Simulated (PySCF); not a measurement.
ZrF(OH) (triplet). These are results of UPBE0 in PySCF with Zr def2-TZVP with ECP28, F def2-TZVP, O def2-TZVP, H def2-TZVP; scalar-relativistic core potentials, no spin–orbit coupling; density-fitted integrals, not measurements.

Harmonic bands of its minimum:

```tsv
ω (cm⁻¹)	IR (km/mol)
98	3.6
396	95.3
430	129
626	113
698	130
3983	218
```

Task: The central atom is Zr. Infer the point group and assign the bands.

Result: Cs. The modes span 5a' + a'': 98 a', 396 a'', 430 a', 626 a', 698 a', 3983 a'. The computed geometry has O–H 0.954 Å, Zr–F 1.925 Å, Zr–O 1.923 Å; F–Zr–O 141.2°, H–O–Zr 158.7°.

Other isomers or separated fragments may lie lower. Other spin states or occupations of the open shell can lie lower.
